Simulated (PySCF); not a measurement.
**How methods differ on the ionisation energy of Pb⁺**

Pb⁺ [Xe] 4f14 5d10 6s2 6p1 (2P) → Pb²⁺ [Xe] 4f14 5d10 6s2 (1S), as a difference of total energies. All numbers are calculated (PySCF 2.14, the spin-free X2C one-electron Hamiltonian (Gaussian nucleus), in ANO-RCC-VTZP (8s7p5d3f2g, 93 functions)). Correlated levels: valence: [Xe] 4f14 5d10 frozen; valence and next inner shell: [Kr] 4d10 4f14 frozen. The calculations carry no spin-orbit coupling.

```tsv
method	ionisation energy (eV)	plus first-order spin-orbit estimate	error of that sum (eV)
UHF	13.230	14.194	-0.838
LDA	13.947	14.910	-0.122
PBE	13.728	14.691	-0.341
PBE0	13.756	14.720	-0.312
r2SCAN	13.824	14.788	-0.244
revPBE	13.652	14.616	-0.416
PBEsol	13.751	14.714	-0.318
BLYP	13.676	14.639	-0.393
MP2 (valence)	13.416	14.380	-0.652
SCS-MP2 (valence)	13.405	14.369	-0.663
MP2 (valence and next inner shell)	13.653	14.617	-0.415
SCS-MP2 (valence and next inner shell)	13.561	14.525	-0.507
```

Reference: 15.032 eV (measured; NIST Atomic Spectra Database, ionization energies).

A first-order spin-orbit estimate (lowest level to lowest level, LS coupling) adds 0.964 eV.

Errors of the correlated levels include the incompleteness of this basis and the frozen core.
